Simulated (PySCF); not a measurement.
**Germanium: a sound run and one with changed settings**

Sound run: Ge [Ar] 3d10 4s2 4p2, Ge⁺ [Ar] 3d10 4s2 4p1. Calculation: PySCF 2.14, in def2-TZVP; the non-relativistic Hamiltonian (point nucleus). The sound run starts from symmetry-adapted Hartree-Fock orbitals and uses a fine grid where one is needed.

Changed run: radial step 0.5 in ln r (0.13 in the sound run). This setting is unsound on purpose.

```csv
species,method,sound run (hartree),changed run (hartree),converged
Ge,UHF,-2075.32100,-2075.32100,yes
Ge,LDA,-2073.75732,-2073.71190,yes
Ge,B3LYP,-2076.96514,-2076.92540,yes
Ge⁺,UHF,-2075.04761,-2075.04761,yes
Ge⁺,LDA,-2073.46247,-2073.41724,yes
Ge⁺,B3LYP,-2076.67538,-2076.63531,yes
```

Ionisation energy of Ge:

```json
{"method": "UHF", "sound run (eV)": "7.439", "changed run (eV)": "7.439"}
{"method": "LDA", "sound run (eV)": "8.023", "changed run (eV)": "8.018"}
{"method": "B3LYP", "sound run (eV)": "7.885", "changed run (eV)": "7.894"}
```

A coarse radial grid mis-integrates the density and the exchange-correlation energy, with errors of either sign; Hartree-Fock needs no grid.

For comparison, NIST gives 7.899 eV between the lowest levels.
